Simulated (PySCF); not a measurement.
C4H13NSi2.
Atom-mapped SMILES: `[SiH3:1][NH:2][SiH2:3][CH:4]1[CH2:5][CH2:6][CH2:7]1`

Geometry (GFN2-xTB, Å), atoms numbered from 1 in this order:
```xyz
20
C4H13NSi2 angstrom
Si     2.864    0.362   -0.488
N      2.012   -1.138   -0.310
Si     0.312   -1.474   -0.286
C     -0.573   -0.067    0.615
C     -0.760    1.222   -0.209
C     -2.237    0.861   -0.408
C     -2.104   -0.224    0.667
H      2.597    0.986   -1.791
H      2.436    1.260    0.583
H      4.283    0.020   -0.376
H      2.575   -1.955   -0.477
H     -0.226   -1.606   -1.649
H      0.145   -2.742    0.435
H     -0.119    0.103    1.592
H     -0.623    2.127    0.381
H     -0.163    1.307   -1.116
H     -2.956    1.653   -0.205
H     -2.438    0.448   -1.395
H     -2.533    0.073    1.624
H     -2.497   -1.205    0.403
```

Definitions: NICS(0) = −σiso at the ring centroid; NICS(1) = −σiso and NICS(1)zz = −σzz at ±1 Å along the ring normal z. Level: GIAO PBE0/pcSseg-1 (PySCF, non-relativistic, gas phase) on the GFN2-xTB geometry, one conformer.

Ring bond lengths (Å), with Mayer bond orders in brackets: C4–C5 1.541 (1.01), C5–C6 1.534 (1.04), C6–C7 1.533 (1.04), C7–C4 1.540 (1.01).

What do the NICS probes read (ppm)?

```csv
ring,type,NICS(0),"NICS(1), two faces","NICS(1)zz, two faces",rms pucker (Å),"centre to ring atoms, mean (Å)"
C4–C5–C6–C7,4-membered carbocycle; formal bonds all single,1.4,0.9 / -0.1,4.9 / 4.9,0.08,1.08
```

What can be read from them?

- C4–C5–C6–C7: mean NICS(1)zz 4.9 ppm, deshielded. C4, C5, C6, C7 have four or more neighbours, and the NICS criterion for π rings isn't applied.

What are the shieldings of the ring atoms and their hydrogens in the same run (means over atoms taken as equivalent)?

| atoms | environment | σ isotropic (ppm) | principal values of the symmetric part, first atom (ppm) |
| --- | --- | --- | --- |
| C4 | sp3 carbon bound to silicon | 170.2 | 156.0, 171.6, 183.1 |
| C5 (×2) | four-membered-ring carbon | 164.4 | 151.0, 158.1, 180.0 |
| C6 | four-membered-ring carbon | 165.9 | 150.6, 165.8, 181.3 |
| H14 | methine hydrogen | 29.61 | 25.9, 28.4, 34.5 |
| H15 (×2) | methylene hydrogen | 29.14 | 25.9, 27.3, 33.9 |
| H16 (×2) | methylene hydrogen | 29.87 | 25.6, 28.6, 34.8 |
| H17 | methylene hydrogen | 29.64 | 26.1, 26.2, 36.6 |
| H18 | methylene hydrogen | 29.47 | 26.6, 27.4, 34.4 |
